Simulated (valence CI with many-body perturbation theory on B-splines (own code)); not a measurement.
**Bi XI: fill in the table**

Calculated by configuration interaction combined with many-body perturbation theory (CI+MBPT): five valence electrons over a frozen Dirac-Fock core [Xe] 4f14, radial functions for each j: 7 s, 7 p, 8 d, 6 f, 4 g, 1 h, with the one-electron correlation potential Σ1, the two-electron term Σ2, the three-electron term Σ3, Breit, model QED; selected CI, second order for the rest, scaled by the run's own slope (own B-spline code, finite nucleus).

No measured spectrum was set against this ion. As an estimate, terms of the open shell hold to 2 to 4 % of their energy, and close levels can change places. Among the levels kept, up to 1000 cm⁻¹ of a level comes from second order outside the variational space, and about a tenth of that is noise between levels of different J, which matters for small intervals. Excitations out of the core, of the other parity, are not computed and may begin above about 51.2 eV (a cautious bound); beyond it only levels of the ground parity were kept, without lifetimes.

```tsv
Level	E (cm⁻¹)
(5d3/2^4 5d5/2) J=5/2	0.0
(5d3/2^3 5d5/2^2) J=5/2 [a]	21922
(5d3/2^3 5d5/2^2) J=7/2 [a]	35908
(5d3/2^3 5d5/2^2) J=3/2 [a]	37332
(5d3/2^3 5d5/2^2) J=11/2	38936
(5d3/2^3 5d5/2^2) J=9/2	42236
(5d3/2^3 5d5/2^2) J=5/2 [b]	?
(5d3/2^3 5d5/2^2) J=1/2	?
(5d3/2^3 5d5/2^2) J=7/2 [b]	52328
(5d3/2^2 5d5/2^3) J=5/2 [a]	?
(5d3/2^2 5d5/2^3) J=7/2 [a]	62096
(5d3/2^3 5d5/2^2) J=3/2 [b]	63904
(5d3/2^2 5d5/2^3) J=11/2	63990
(5d3/2^2 5d5/2^3) J=9/2 [a]	66912
(5d3/2^2 5d5/2^3) J=1/2 [a]	67023
(5d3/2^2 5d5/2^3) J=3/2 [a]	?
(5d3/2^2 5d5/2^3) J=13/2	?
(5d3/2^2 5d5/2^3) J=5/2 [b]	73016
(5d3/2^2 5d5/2^3) J=9/2 [b]	80785
(5d3/2^2 5d5/2^3) J=7/2 [b]	?
```

Levels are named by their leading jj configuration (3d3/2^4 stands for four electrons in 3d with j = 3/2), which in mixed levels can hold well under half, so a name can repeat and another be missing. Letters in brackets count levels of one name in rising energy.

(1) The levels stand in rising order. What does the calculation give for the missing energies?

Answers

(1) (5d3/2^3 5d5/2^2) J=5/2 [b] 42963; (5d3/2^3 5d5/2^2) J=1/2 45846; (5d3/2^2 5d5/2^3) J=5/2 [a] 56583; (5d3/2^2 5d5/2^3) J=3/2 [a] 70371; (5d3/2^2 5d5/2^3) J=13/2 70952; (5d3/2^2 5d5/2^3) J=7/2 [b] 82560.
